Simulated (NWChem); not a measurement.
The numbers come from NWChem runs, not from measurements. System: HSn, charge 0, spin multiplicity 2, at a geometry optimised with UPBE/def2-SVP with def2 effective core potentials on Sn. The structure started from a generated list of species. Its SCF solution wasn't tested for a lower state. Level: UB3LYP/def2-TZVP with def2 effective core potentials on Sn, VWN1-RPA local correlation.

Part of the output:

```
             Northwest Computational Chemistry Package (NWChem) 7.3.0
             --------------------------------------------------------

                                NWChem Input Module
                                -------------------

 Scaling coordinates for geometry "geometry" by  1.889725989
 (inverse scale =  0.529177249)

 Turning off AUTOSYM since
 SYMMETRY directive was detected!

                             Geometry "geometry" -> ""
                             -------------------------

 Output coordinates in angstroms (scale by  1.889725989 to convert to a.u.)

  No.       Tag          Charge          X              Y              Z
 ---- ---------------- ---------- -------------- -------------- --------------
    1 Sn                  50.0000     0.00000000     0.00000000     0.03545100
    2 H                    1.0000     0.00000000     0.00000000    -1.77254900

 Effective nuclear repulsion energy (a.u.)      14.6343265763

            Nuclear Dipole moment (a.u.)
            ----------------------------
        X                 Y               Z
 ---------------- ---------------- ----------------
     0.0000000000     0.0000000000     0.0000018897

      Symmetry information
      --------------------

 Group name             C2v
 Group number             16
 Group order               4
 No. of unique centers     2

      Symmetry unique atoms

     1    2


 Summary of "ao basis" -> "" (spherical)
 ------------------------------------------------------------------------------
       Tag                 Description            Shells   Functions and Types
 ---------------- ------------------------------  ------  ---------------------
 *                         def2-tzvp                  on all atoms

                                 NWChem DFT Module
                                 -----------------

 Summary of "ao basis" -> "ao basis" (spherical)
 ------------------------------------------------------------------------------
       Tag                 Description            Shells   Functions and Types
 ---------------- ------------------------------  ------  ---------------------
 Sn                        def2-tzvp                16       50   6s5p3d2f
 H                         def2-tzvp                 4        6   3s1p

 Summary of "ao basis" -> "ao basis" (spherical)
 ------------------------------------------------------------------------------
       Tag                 Description            Shells   Functions and Types
[...]
     3     -0.214085  1 Sn s                  1     -0.161512  1 Sn s

 Vector   12  Occ=0.000000D+00  E=-1.146253D-01  Symmetry=b1
              MO Center=  1.4D-15, -5.9D-16,  2.2D-02, r^2= 3.6D+00
   Bfn.  Coefficient  Atom+Function         Bfn.  Coefficient  Atom+Function
  ----- ------------  ---------------      ----- ------------  ---------------
    16      0.483450  1 Sn px                19      0.378162  1 Sn px
    10     -0.347468  1 Sn px                13      0.320643  1 Sn px
     7     -0.048920  1 Sn px

 Vector   13  Occ=0.000000D+00  E=-8.859814D-02  Symmetry=b2
              MO Center= -4.8D-15, -4.5D-13,  1.8D-02, r^2= 3.9D+00
   Bfn.  Coefficient  Atom+Function         Bfn.  Coefficient  Atom+Function
  ----- ------------  ---------------      ----- ------------  ---------------
    20      0.452257  1 Sn py                17      0.421485  1 Sn py
    11     -0.333075  1 Sn py                14      0.312908  1 Sn py
     8     -0.046848  1 Sn py

 Vector   14  Occ=0.000000D+00  E= 2.170282D-02  Symmetry=a1
              MO Center=  3.2D-15, -5.0D-15,  2.8D-01, r^2= 6.0D+00
   Bfn.  Coefficient  Atom+Function         Bfn.  Coefficient  Atom+Function
  ----- ------------  ---------------      ----- ------------  ---------------
    53      1.290291  2 H  s                 21      0.987343  1 Sn pz
     6     -0.595419  1 Sn s                 18      0.408955  1 Sn pz
     5     -0.309275  1 Sn s                  2     -0.184671  1 Sn s
    12     -0.171316  1 Sn pz                 3      0.153219  1 Sn s
    15      0.152006  1 Sn pz                24     -0.125283  1 Sn d  0

   alpha - beta orbital overlaps
   -----------------------------

   alpha      1      2      3      4      5      6      7      8      9     10
    beta      1      2      4      3      5      7      6      8      9     10
 overlap   1.000  1.000  1.000  1.000  0.990  1.000  1.000  0.990  1.000  0.998

   alpha     11     12     13     14     15     16     17     18     19     20
    beta     11     13     12     14     15     17     16     18     21     20
 overlap   0.999  0.995  1.000  0.998  0.999  0.995  1.000  0.834  1.000  1.000

   alpha     21     22     23     24     25     26     27     28     29     30
    beta     19     22     23     24     26     25     28     27     29     33
 overlap   1.000  0.833  0.999  0.998  0.998  0.999  0.992  0.975  0.961  0.968

   alpha     31     32     33     34     35     36     37     38     39     40
    beta     30     32     31     34     37     36     35     38     39     40
 overlap   0.976  1.000  0.997  0.998  1.000  0.965  1.000  1.000  0.965  1.000

   alpha     41     42     43     44     45     46     47     48     49     50
    beta     41     42     44     43     45     46     47     48     49     50
 overlap   1.000  1.000  1.000  0.999  0.999  1.000  0.999  1.000  0.999  1.000

   alpha     51     52     53     54     55     56
    beta     51     52     53     54     55     56
 overlap   1.000  1.000  1.000  1.000  1.000  1.000

     --------------------------
     Expectation value of S2:
     --------------------------
      <S2> =      0.7524 (Exact =     0.7500)

 center of mass
 --------------
 x =   0.00000000 y =   0.00000000 z =   0.03803489

 moments of inertia (a.u.)
 ------------------
          11.664955249452           0.000000000000           0.000000000000
           0.000000000000          11.664955249452           0.000000000000
           0.000000000000           0.000000000000           0.000000000000

     Multipole analysis of the density
     ---------------------------------

     L   x y z        total         alpha         beta         nuclear
     -   - - -        -----         -----         ----         -------
     0   0 0 0     -0.000000    -12.000000    -11.000000     23.000000

     1   1 0 0     -0.000000     -0.000000     -0.000000      0.000000
     1   0 1 0     -0.000000     -0.000000     -0.000000      0.000000
     1   0 0 1      0.288220      1.059377      1.104636     -1.875793

     2   2 0 0    -16.663312     -9.500207     -7.163105      0.000000
     2   1 1 0     -0.000000     -0.000000     -0.000000      0.000000
     2   1 0 1      0.000000      0.000000     -0.000000      0.000000
     2   0 2 0    -21.282651    -14.365699     -6.916952      0.000000
     2   0 1 1      0.000000      0.000000      0.000000      0.000000
     2   0 0 2    -22.052197    -17.738406    -15.632561     11.318770

 Task  times  cpu:        1.3s     wall:        1.3s

 Total times  cpu:        1.4s     wall:        1.4s
```

Write an NWChem input that would produce this output.

Several could match; the one computed here: 
```
start mol
memory heap 200 mb stack 900 mb global 1100 mb
geometry units angstroms nocenter noautoz
  Sn     0.000000     0.000000     0.035451
  H      0.000000     0.000000    -1.772549
  symmetry group C2v
end
basis spherical
  * library def2-tzvp
end
ecp
  Sn library def2-ecp
end
dft
  xc b3lyp
  odft
  mult 2
  semidirect memsize 60000000 filesize 0
  iterations 100
end
task dft energy
```
